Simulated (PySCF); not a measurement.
# Correlation energy of Ge⁺ (germanium, charge +1)

[Ar] 3d10 4s2 4p1, 2P determinant. Computed with PySCF 2.14 in x2c-SVPall (5s4p3d, 32 functions), with scalar relativity by spin-free X2C-1e. Frozen: [Ar] 3d10; 3 electrons correlated.

MP2 pair energies summed by pair of shells (mhartree):

```tsv
pair	energy	share (%)
4s-4s	-19.01	59.3
4s-4p	-13.04	40.7
```

Total MP2 correlation energy: -32.05 mhartree.

Same-spin part -2.11 and opposite-spin part -29.95 mhartree; SCS-MP2 scales them by 1/3 and 6/5 to -36.64 mhartree.

```
  level  correlation energy (mhartree)
   CCSD                         -46.88
    (T)                          -0.49
CCSD(T)                         -47.37
```

Diagnostics: T1 = 0.0091, D1 = 0.0218, largest double amplitude 0.097.

Cost of the coupled-cluster step: 0.19 s of wall time on 1 thread of Neoverse-N1 (shared host), for 3 correlated electrons.
